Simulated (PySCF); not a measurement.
Al(Me)(F)2 (CH3AlF2), SMILES [CH3][Al]([F])[F]. Atoms are numbered in the order given.

```xyz
7

Al     0.0495     0.0436     0.0000
C     -1.4748    -1.1416    -0.0463
H     -1.2507    -2.0349    -0.6529
H     -2.3665    -0.6526    -0.4672
H     -1.7199    -1.4964     0.9687
F     -0.0129     1.6070    -0.5575
F      1.5176    -0.4441     0.6052
```

Geometry: B3LYP-D3(BJ)/def2-SVP. The isomer is the one that the SMILES or the coordinates give; other isomers of the formula were not compared.

Computed with PBE/pcJ-1 (PySCF).

Isotropic couplings with Fermi-contact, spin-dipole and both spin-orbit terms, one fixed conformer, no vibrational averaging. Isotopes: 13C, 19F, 1H.

```
pair   bonds apart  J (Hz)
-----  -----------  ------
C2–H3            1   118.6
C2–H4            1   124.1
C2–H5            1   118.8
C2–F6            2       ?
C2–F7            2       ?
H3–H4            2       ?
H3–H5            2       ?
H4–H5            2       ?
F6–F7            2  -181.7
H3–F6            3     4.8
H3–F7            3    -3.0
H4–F6            3    -5.1
H4–F7            3    11.4
H5–F6            3     5.0
H5–F7            3    -3.1
```

### Question
What belongs in the gaps? (Estimate from the structure and the level; the computed values follow.)

### Answer

- C2–F6, J (Hz): 11.8
- C2–F7, J (Hz): 11.1
- H3–H4, J (Hz): -12.7
- H3–H5, J (Hz): -14.6
- H4–H5, J (Hz): -12.7
